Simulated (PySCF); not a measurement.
## Radial density of As²⁺ (arsenic, charge +2)

M06-L, [Ar] 3d10 4s2 4p1, 2P determinant. Computed with PySCF 2.14 in def2-SVP, with the non-relativistic Hamiltonian (point nucleus).

```json
{"r (bohr)": "0.000851", "4πr²ρ (e/bohr)": "0.2086", "4πr²(ρα − ρβ)": "0.0000"}
{"r (bohr)": "0.00143", "4πr²ρ (e/bohr)": "0.5763", "4πr²(ρα − ρβ)": "0.0000"}
{"r (bohr)": "0.00241", "4πr²ρ (e/bohr)": "1.539", "4πr²(ρα − ρβ)": "0.0000"}
{"r (bohr)": "0.00405", "4πr²ρ (e/bohr)": "3.887", "4πr²(ρα − ρβ)": "0.0000"}
{"r (bohr)": "0.00681", "4πr²ρ (e/bohr)": "9.194", "4πr²(ρα − ρβ)": "0.0001"}
{"r (bohr)": "0.0115", "4πr²ρ (e/bohr)": "19.14", "4πr²(ρα − ρβ)": "0.0003"}
{"r (bohr)": "0.0193", "4πr²ρ (e/bohr)": "32.65", "4πr²(ρα − ρβ)": "0.0012"}
{"r (bohr)": "0.0324", "4πr²ρ (e/bohr)": "40.22", "4πr²(ρα − ρβ)": "0.0050"}
{"r (bohr)": "0.0545", "4πr²ρ (e/bohr)": "34.45", "4πr²(ρα − ρβ)": "0.0175"}
{"r (bohr)": "0.0917", "4πr²ρ (e/bohr)": "36.71", "4πr²(ρα − ρβ)": "0.0372"}
{"r (bohr)": "0.154", "4πr²ρ (e/bohr)": "47.11", "4πr²(ρα − ρβ)": "0.0199"}
{"r (bohr)": "0.259", "4πr²ρ (e/bohr)": "27.78", "4πr²(ρα − ρβ)": "0.0000"}
{"r (bohr)": "0.436", "4πr²ρ (e/bohr)": "29.63", "4πr²(ρα − ρβ)": "0.0917"}
{"r (bohr)": "0.734", "4πr²ρ (e/bohr)": "20.35", "4πr²(ρα − ρβ)": "-0.0020"}
{"r (bohr)": "1.23", "4πr²ρ (e/bohr)": "4.349", "4πr²(ρα − ρβ)": "0.3071"}
{"r (bohr)": "2.08", "4πr²ρ (e/bohr)": "1.753", "4πr²(ρα − ρβ)": "0.5626"}
{"r (bohr)": "3.49", "4πr²ρ (e/bohr)": "0.1730", "4πr²(ρα − ρβ)": "0.0915"}
{"r (bohr)": "5.88", "4πr²ρ (e/bohr)": "0.002640", "4πr²(ρα − ρβ)": "0.0025"}
```

(1) Where is the radial spin density 4πr²(ρα − ρβ) most negative, and why is it negative at all?

## Answers

(1) Around r = 0.734 bohr, down to -0.0020 e/bohr: exchange with the open shell polarises the paired shells in an unrestricted calculation.
